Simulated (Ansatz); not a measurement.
Total energies of (MgSe)2 ring (Mg2Se2) from Ansatz at PBE0-D4/def2-TZVP, gas phase (1 Eh = 27.2114 eV = 2625.5 kJ/mol). The reference geometry is relaxed at PBE0-D4/def2-SVP.

```
                 state                     geometry  energy (Eh)
      charge 0 singlet                    reference  -5202.65025
      charge 1 doublet                    reference  -5202.36751
      charge 1 doublet  relaxed at PBE0-D4/def2-SVP  -5202.36930
free Mg atom (singlet)                            –   -199.96078
free Se atom (triplet)                            –  -2401.20505
```

(1) Work out the vertical ionisation energy to the doublet.

(2) How much does the charge 1 doublet relax, and what is the adiabatic ionisation energy?

(3) What is the binding energy per atom against free atoms?

(1) E(charge 1 doublet) − E(charge 0 singlet) = -5202.36751 − (-5202.65025) = 0.28274 Eh = 7.69 eV. For comparison, −ε of the highest occupied level is 5.97 eV at this level, 1.72 eV less.

(2) Relaxation: -5202.36751 − (-5202.36930) = 0.00179 Eh = 0.05 eV. Adiabatic ionisation energy: 0.28095 Eh = 7.65 eV, without zero-point energy. 

(3) Atoms: 2 × (-199.96078) + 2 × (-2401.20505) = -5202.33166 Eh. Binding: -5202.33166 − (-5202.65025) = 0.31859 Eh = 8.67 eV, or 2.17 eV for each of 4 atoms (no zero-point energy, no counterpoise term).
